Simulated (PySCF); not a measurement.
**Working out the excitation energy of P**

P [Ne] 3s2 3p3 (4S) → P [Ne] 3s1 3p3 3d1 (6D). All numbers are calculated (PySCF 2.14, scalar relativity by spin-free X2C-1e, in aug-cc-pVDZ-DK). Frozen: [Ne]. Energies in hartree (1 hartree = 27.21139 eV):

```csv
part,P (lower),P (upper)
UHF,-341.524308,-341.031371
MP2 opposite-spin,-0.048010,0.000000
MP2 same-spin,-0.018872,-0.017530
```

Q: What does Hartree-Fock give?

A: (-341.031371) − (-341.524308) = 0.492937 hartree = 13.413 eV.

Q: What do MP2 and SCS-MP2 (6/5 opposite-spin, 1/3 same-spin) give?

A: The opposite-spin parts differ by 1.306 eV and the same-spin parts by 0.037 eV. MP2: 13.413 + (1.306) + (0.037) = 14.756 eV. SCS-MP2: 13.413 + 1.2 × (1.306) + (0.037)/3 = 14.993 eV.

The upper state lies above the first ionisation limit, but in LS coupling its spin forbids autoionisation to the ground ion.

A double-zeta basis recovers only part of the correlation energy.
